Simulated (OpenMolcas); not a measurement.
Ionisation energies of thallium

```
Program             : OpenMolcas 26.06
Basis               : ANO-RCC [11s10p9d6f4g]
Scalar Hamiltonian  : DKH2, point nucleus
Spin-orbit coupling : state interaction with AMFI integrals over the reference wave functions, term energies averaged over their components
```

Active shells in each charge state: the valence s, p shells, with orbitals averaged over the low states. Where CASPT2's correlated closed shells are named, they are those of the first ion.

A. CASSCF
B. SS-CASPT2, IPEA 0.25 Eh, imaginary shift 0.1 Eh (closed shells correlated: 5d)
C. SS-CASPT2, IPEA 0.25 Eh, imaginary shift 0.1 Eh (closed shells correlated: none)
D. SS-CASPT2, IPEA 0.25 Eh, imaginary shift 0.1 Eh (closed shells correlated: 4f 5s 5p 5d)
E. SS-CASPT2, IPEA 0 Eh, imaginary shift 0.1 Eh (closed shells correlated: 5d)

Energies in eV between the lowest computed levels (charge -1 gives the electron affinity), named as in B; reference values from the NIST Atomic Spectra Database with their kind.

```csv
From,To,A,B,C,D,E,Spin-orbit share in B,Reference
Tl- 6s2 6p2 3P0,Tl 6s2 6p 2P* 1/2,-0.353,0.199,0.058,0.204,0.304,-0.094,
Tl 6s2 6p 2P* 1/2,Tl+ 6s2 1S0,5.113,6.037,5.651,6.081,6.131,+0.596,6.108 (measured)
Tl+ 6s2 1S0,Tl2+ 6s 2S 1/2,19.021,20.151,19.087,20.305,20.154,+0.000,20.428 (measured)
Tl2+ 6s 2S 1/2,Tl3+ 5d10 1S0,28.088,29.678,28.088,29.942,29.756,+0.000,29.852 (measured)
```

Error against the reference values, in %:

```json
{"From": "Tl", "Reference": "measured", "A": "-16.3", "B": "-1.2", "C": "-7.5", "D": "-0.4", "E": "+0.4"}
{"From": "Tl+", "Reference": "measured", "A": "-6.9", "B": "-1.4", "C": "-6.6", "D": "-0.6", "E": "-1.3"}
{"From": "Tl2+", "Reference": "measured", "A": "-5.9", "B": "-0.6", "C": "-5.9", "D": "+0.3", "E": "-0.3"}
```

Mean absolute error over the 3 measured values: A 1.39 eV, B 0.17 eV, C 1.19 eV, D 0.08 eV, E 0.13 eV. D lies closest.

No diffuse functions were added, so the electron affinity comes out too small, and without dynamic correlation a bound anion can come out unbound.

* marks odd parity.
